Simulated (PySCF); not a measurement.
System: sum formula Si₂NH₆F (charge 0, singlet). SMILES: [SiH3]N[SiH2]F
Geometry from a B3LYP-D3(BJ)/def2-TZVP (Ansatz) optimisation:
```xyz
10

Si     0.9495    -0.7784    -0.1917
F      2.0851     0.0322     0.6081
N     -0.3466     0.2221    -0.6831
Si    -1.7785     0.6559     0.2008
H      0.4388    -1.8015     0.7365
H      1.6136    -1.3378    -1.3842
H     -0.2149     0.6993    -1.5657
H     -2.9965     0.3613    -0.5906
H     -1.8004     2.0978     0.5442
H     -1.7744    -0.1491     1.4406
```

Dispersion corrections to the total energy (kcal/mol) from the dftd3 and dftd4 libraries through PySCF: D3(BJ) without and D4 with the three-body term, each with the damping fitted for the functional named.

| functional | D3(BJ) | D4 |
|---|---|---|
| TPSS | ___ | -6.28 |
| B2GP-PLYP | -3.75 | -1.97 |
| revPBE | -11.52 | -13.96 |
| PBE0 | -4.16 | -3.93 |
| HSE06 | -3.31 | ___ |
| CAM-B3LYP | ___ | -4.00 |
| PW6B95 | -2.66 | -4.00 |

Task: Some entries are withheld; supply them.

Result: 
- TPSS, D3(BJ): -6.01
- HSE06, D4: -3.67
- CAM-B3LYP, D3(BJ): -3.94
